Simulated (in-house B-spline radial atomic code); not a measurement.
Spin-orbit splittings of orbital energies (j = l + 1/2 less j = l - 1/2) and ratios of mean radii (lower j over upper j) along the 16-electron series, configuration [Ne] 3s2 3p4. Computed with a radial B-spline atomic code at the basis-set limit: Dirac-Hartree-Fock, average of the configuration, finite nuclei.

| ion | Z | splitting of 3p (eV) | radius ratio of 3p | splitting of 2p (eV) | radius ratio of 2p |
| --- | --- | --- | --- | --- | --- |
| S | 16 | 0.092271 | 0.99581 | 1.3153 | 0.99511 |
| Cl+ | 17 | 0.15055 | 0.99601 | 1.76 | 0.99454 |
| Ar2+ | 18 | 0.23041 | 0.99591 | 2.3113 | 0.99393 |
| K3+ | 19 | 0.33555 | 0.99568 | 2.9853 | 0.99328 |
| Ca4+ | 20 | 0.47026 | 0.99539 | 3.7994 | 0.99259 |
| Sc5+ | 21 | 0.63921 | 0.99505 | 4.7722 | 0.99186 |
| Ti6+ | 22 | 0.8475 | 0.99467 | 5.9237 | 0.9911 |
| V7+ | 23 | ? | ? | ? | ? |
| Cr8+ | 24 | 1.4043 | 0.99382 | 8.8487 | 0.98946 |
| Mn9+ | 25 | 1.7649 | 0.99336 | 10.668 | 0.98858 |
| Fe10+ | 26 | ? | ? | ? | ? |
| Co11+ | 27 | 2.6837 | 0.99235 | 15.148 | 0.9867 |
| Ni12+ | 28 | 3.2563 | 0.99181 | 17.863 | 0.98571 |
| Cu13+ | 29 | 3.9147 | 0.99125 | 20.933 | 0.98467 |
| Zn14+ | 30 | 4.6673 | 0.99066 | 24.389 | 0.9836 |
| Ga15+ | 31 | 5.5227 | 0.99005 | 28.263 | 0.98249 |
| Ge16+ | 32 | 6.49 | 0.98942 | 32.59 | 0.98133 |
| As17+ | 33 | 7.579 | 0.98876 | 37.404 | 0.98014 |
| Se18+ | 34 | ? | ? | ? | ? |
| Br19+ | 35 | 10.163 | 0.98737 | 48.647 | 0.97763 |
| Kr20+ | 36 | 11.679 | 0.98664 | 55.155 | 0.97632 |
| Rb21+ | 37 | 13.36 | 0.98589 | 62.31 | 0.97496 |

Q: Fill in the row of V7+.

A: splitting of 3p (eV): 1.1006; radius ratio of 3p: 0.99426; splitting of 2p (eV): 7.275; radius ratio of 2p: 0.9903.

Q: Fill in the row of Fe10+.

A: splitting of 3p (eV): 2.189; radius ratio of 3p: 0.99287; splitting of 2p (eV): 12.76; radius ratio of 2p: 0.98766.

Q: Fill in the row of Se18+.

A: splitting of 3p (eV): 8.7996; radius ratio of 3p: 0.98808; splitting of 2p (eV): 42.744; radius ratio of 2p: 0.97891.

Q: With what power of Z does the column «splitting of 3p (eV)» change over this range?

A: A fit of the logarithm of its size against log Z from Z = 16 to 37 has slope 5.76. An unscreened hydrogenic electron would give 4 at low Z; screening makes the apparent power larger near the neutral end, and relativity raises it again at high Z.
